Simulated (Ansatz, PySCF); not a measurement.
C3H13NSi2 (SMILES C[SiH2][SiH2]N(C)C), singlet, geometry from GFN2-xTB, with bond 15-5 at 2.4 times its length. Base run: CASSCF(4,6)/STO-3G (PySCF).

Here is a job for PySCF.
```python
from pyscf import gto, scf, mcscf
import numpy

mol = gto.Mole()
mol.atom = '''
    Si    1.870399    0.093018    0.379155
    C     2.247352    0.330425   -1.470282
    Si   -0.205311   -0.838285    0.751612
    N    -1.397815    0.045145   -0.128078
    C    -1.405789    1.484296   -0.177152
    C    -2.711311   -0.503729   -0.344015
    H     2.081299    1.399480    1.029939
    H     2.918303   -0.778818    0.930080
    H     3.234463    0.755738   -1.628654
    H     2.210659   -0.619134   -1.997096
    H     1.524718    0.991339   -1.941108
    H    -0.503343   -0.951526    2.199558
    H    -0.364335   -2.204721    0.230337
    H    -0.398023    1.870940   -0.044288
    H    -2.318991    2.293379   -2.505025
    H    -2.047298    1.914983    0.603038
    H    -2.655988   -1.588443   -0.363169
    H    -3.413801   -0.205915    0.444604
    H    -3.108397   -0.153561   -1.301635
'''
mol.basis = 'sto-3g'
mol.charge = 0
mol.spin = 0
mol.verbose = 4
mol.build()

mf = scf.RHF(mol)
mf.kernel()
mc = mcscf.CASSCF(mf, 6, 4)
mc.fix_spin_(ss=0.0)
mc.kernel()
occ = numpy.linalg.eigvalsh(mc.fcisolver.make_rdm1(mc.ci, mc.ncas, mc.nelecas))[::-1]
ss = mc.fcisolver.spin_square(mc.ci, mc.ncas, mc.nelecas)[0]
print('natural occupations', occ.round(4), ' <S^2>', round(ss, 4))
```

Programs used: Ansatz (a quantum-chemistry and plane-wave program), PySCF; a row that names a program was run with it.

The base run was repeated with changes; each row names its change, and settings that it needs were set with it.

```csv
change,ΔE vs base (kcal/mol),natural occupations,<S^2> of the state
base,0.000,1.98 1.30 0.70 0.02 0.00 0.00,0.00
conv_tol = 1e-5,0.000,1.98 1.30 0.70 0.02 0.00 0.00,0.00
orbitals = fixed (CASCI); correction = SC-NEVPT2,-165.6,2.00 1.32 0.68 0.00 0.00 0.00,0.00
"active space = 10 electrons, 9 orbitals",-20.05,2.00 1.98 1.98 1.97 1.30 0.70 0.03 0.02 0.02,0.00
"code = ansatz; correction = SC-NEVPT2, all electrons",-166.4,-,-
code = ansatz,-3.07,-,-
start = MP2 natural orbitals,-3.09,1.98 1.30 0.69 0.02 0.00 0.00,0.00
solver = newton,-3.09,1.98 1.30 0.69 0.02 0.00 0.00,0.00
correction = SC-NEVPT2,-165.8,1.98 1.30 0.70 0.02 0.00 0.00,0.00
"active space = 6 electrons, 5 orbitals",0.78,2.00 1.98 1.30 0.70 0.02,0.00
"active space = 2 electrons, 4 orbitals",7.11,1.30 0.70 0.00 0.00,0.00
```

Active orbitals are taken around the Fermi level unless the row says otherwise; CASSCF can end in different local minima, and two programs can end on different orbitals. State-averaged rows give the lowest state.

Ansatz warned in this series: other orbitals give a lower active-space energy.
